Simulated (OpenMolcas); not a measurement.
An atom or ion with 21 electrons was computed by SS-CASPT2, IPEA 0.25 Eh, imaginary shift 0.1 Eh with spin-orbit coupling (OpenMolcas, ANO-RCC-VQZP, DKH2). The lowest levels that the run gave, each within 12 % of the measured value where one is at hand:

```
  J  Parity  E (cm⁻¹)      g
3/2    even       0.0  0.400
5/2    even       956  1.029
7/2    even      2220  1.238
9/2    even      3730  1.333
1/2    even     23780  2.633
3/2    even     24020  1.713
5/2    even     25310  1.600
7/2    even     25990  0.889
9/2    even     27220  1.105
3/2    even     32930  1.125
1/2    even     33400  0.703
9/2    even     36440  0.916
```

Question: Which ion is it, and what are the configurations and terms?

Answer: Ni7+ (Z = 28, charge +7; active space 3 electrons in 10 orbitals (3d 4d)). J, parity and g give the terms where levels are pure, and mixed ones are named by the computed weights; the size of the splittings, set against known spectra of the 21-electron sequence, gives the charge. In order, with the measured energies in cm⁻¹ (Corliss and Sugar, J. Phys. Chem. Ref. Data 10, 197 (1981)): 3d³ ⁴F_3/2, 3d³ ⁴F_5/2 (1012), 3d³ ⁴F_7/2 (2184), 3d³ ⁴F_9/2 (3721), 3d³ ⁴P_1/2 (23261), 3d³ ⁴P_3/2 (23710), 3d³ ⁴P_5/2 (24669), 3d³ ²G_7/2, 3d³ ²G_9/2, 3d³ ²P_3/2 [54 %], 3d³ ²P_1/2, 3d³ ²H_9/2.

CASPT2 breaks the degeneracy within a term, and the mean is taken; among the terms shown or strongly mixed into the levels shown the widest spread is 420 cm-1 (3d³ ⁴F). Active for correlation alone: 4d; no level in the range computed is led by a configuration that fills it, so any true level of that kind is missing. Measured partners are found by configuration, term and J. A level has none where our copy of the source lacks it or the pairing is in doubt (some pairs that miss far off the trend of their configuration count as doubtful), and it then counts in no deviation. Levels of configurations outside the active space are missing.

A share in square brackets marks a mixed level and gives the weight of the term that names it.
